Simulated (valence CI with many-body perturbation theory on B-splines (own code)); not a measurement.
# Level structure of Ga XXVI

Level of theory: valence CI with perturbative core correlation (CI+MBPT): four valence electrons over a frozen Dirac-Fock core [He], a basis of 11 s, 11 p, 9 d, 7 f, 5 g, 2 h, 1 i functions for each j, with the one-electron correlation potential Σ1, the two-electron term Σ2, the three-electron term Σ3, Breit, model QED; selected CI, second order for the rest (own B-spline code, finite nucleus).

No measured levels were compared; by estimate levels of excited configurations hold to 0.05 to 0.15 % of their energy, terms of the ground configuration to about 0.5 %. Among the levels kept, up to 270 cm⁻¹ of a level comes from second order outside the variational space, and about a tenth of that is noise between levels of different J, which matters for small intervals.

Levels 91 to 116 of 116, with energies above the lowest level, 2s²2p² ³P_0. "Leading %" is the weight of the configuration and term that name the level; weights of strongly mixed levels are sums over their largest components and can fall short. In the jj column 3d3/2^4 stands for four electrons in 3d with j = 3/2. Lifetimes count E1, E2, E3, M1 and M2 decay at the calculated energies, and are blank where another channel may lead or the interval is too uncertain; long ones can be off by a factor of two.

| No. | Configuration | Term | J | E (eV) | Leading % | Lifetime | Leading jj | Second component |
| --- | --- | --- | --- | --- | --- | --- | --- | --- |
| 91 | 2s2p²3d | ³P | 1 | 1600.0 | 57 | 42.4 fs | 2s 2p1/2 2p3/2 3d5/2 (79 %) | 22 % 2s2p²3d ³D |
| 92 | 2s2p²3p | ³P° | 0 | 1600.7 | 61 | 184 fs | 2s 2p1/2 2p3/2 3p1/2 (65 %) | 35 % 2s2p²3p ¹S° |
| 93 | 2s2p²3d | ³F | 3 | 1601.4 | 40 | 35.6 fs | 2s 2p1/2 2p3/2 3d5/2 (43 %) | 36 % 2s2p²3d ⁵D |
| 94 | 2s2p²3d | ⁵P | 2 | 1601.6 | 63 | 20.9 fs | 2s 2p1/2 2p3/2 3d3/2 (57 %) | 22 % 2s2p²3d ⁵D |
| 95 | 2s2p²3p | ¹D° | 2 | 1601.9 | 32 | 138 fs | 2s 2p1/2 2p3/2 3p3/2 (78 %) | 26 % 2s2p²3p ³F° |
| 96 | 2s2p²3d | ⁵P | 1 | 1602.8 | 79 | 17.6 fs | 2s 2p1/2 2p3/2 3d3/2 (64 %) | 8 % 2s2p²3d ⁵D |
| 97 | 2s2p²3p | ³D° | 2 | 1606.1 | 61 | 239 fs | 2s 2p3/2^2 3p1/2 (60 %) | 20 % 2s2p²3p ³P° |
| 98 | 2s2p²3p | ³P° | 1 | 1606.9 | 36 | 211 fs | 2s 2p1/2 2p3/2 3p3/2 (80 %) | 29 % 2s2p²3p ³D° |
| 99 | 2s2p²3s | ³S | 1 | 1607.4 | 60 | 134 fs | 2s 2p3/2^2 3s (82 %) | 31 % 2s2p²3s ³P |
| 100 | 2s2p²3p | ³P° | 1 | 1608.1 | 39 | 326 fs | 2s 2p1/2 2p3/2 3p1/2 (57 %) | 35 % 2s2p²3p ³D° |
| 101 | 2s2p²3p | ¹F° | 3 | 1608.1 | 71 | 64.7 fs | 2s 2p3/2^2 3p1/2 (44 %) | 20 % 2s2p²3p ³D° |
| 102 | 2s2p²3p | ³P° | 0 | 1608.7 | 97 | 1.60 ps | 2s 2p1/2 2p3/2 3p3/2 (81 %) |  |
| 103 | 2s2p²3d | ³P | 0 | 1609.3 | 86 | 39.4 fs | 2s 2p1/2 2p3/2 3d5/2 (56 %) | 6 % 2s2p²3d ⁵D |
| 104 | 2s2p²3p | ³F° | 4 | 1609.4 | 85 | 46.1 ps | 2s 2p3/2^2 3p3/2 (70 %) | 14 % 2s2p²3p ⁵D° |
| 105 | 2s2p²3s | ³P | 2 | 1609.8 | 81 | 150 fs | 2s 2p3/2^2 3s (80 %) | 6 % 2s2p²3s ¹D |
| 106 | 2s2p²3p | ³D° | 3 | 1610.5 | 87 | 1.48 ps | 2s 2p3/2^2 3p3/2 (43 %) | 9 % 2s2p²3p ⁵P° |
| 107 | 2s2p²3s | ¹P | 1 | 1611.7 | 67 | 91.8 fs | 2s 2p3/2^2 3s (79 %) | 15 % 2s2p²3s ³P |
| 108 | 2s2p²3d | ³F | 4 | 1611.8 | 69 | 35.5 fs | 2s 2p1/2 2p3/2 3d3/2 (35 %) | 12 % 2s2p²3d ⁵D |
| 109 | 2s2p²3d | ³D | 2 | 1612.8 | 55 | 41.9 fs | 2s 2p1/2 2p3/2 3d5/2 (58 %) | 11 % 2s2p²3d ³P |
| 110 | 2s2p²3d | ³D | 1 | 1613.6 | 65 | 35.9 fs | 2s 2p1/2 2p3/2 3d5/2 (68 %) | 20 % 2s2p²3d ³P |
| 111 | 2s2p²3d | ³D | 3 | 1613.6 | 77 | 29.3 fs | 2s 2p1/2 2p3/2 3d5/2 (51 %) | 11 % 2s2p²3d ¹F |
| 112 | 2s2p²3p | ¹P° | 1 | 1614.0 | 38 | 109 fs | 2s 2p1/2 2p3/2 3p3/2 (43 %) | 30 % 2s2p²3p ³P° |
| 113 | 2s2p²3p | ³D° | 2 | 1614.8 | 43 | 372 fs | 2s 2p1/2 2p3/2 3p3/2 (55 %) | 28 % 2s2p²3p ³P° |
| 114 | 2s2p²3s | ¹S | 0 | 1614.9 | 73 | 257 fs | 2s 2p3/2^2 3s (89 %) | 23 % 2s2p²3s ³P |
| 115 | 2s2p²3p | ³P° | 1 | 1618.2 | 57 | 130 fs | 2s 2p1/2 2p3/2 3p3/2 (49 %) | 20 % 2s2p²3p ¹P° |
| 116 | 2s2p²3p | ³P° | 2 | 1620.3 | 61 | 114 fs | 2s 2p3/2^2 3p3/2 (76 %) | 20 % 2s2p²3p ¹D° |

Names give the largest LS component (configuration and term), which can be under half, so a name can repeat, a term be missing and a line seem to break the LS rules; names also repeat where a configuration has a term twice.
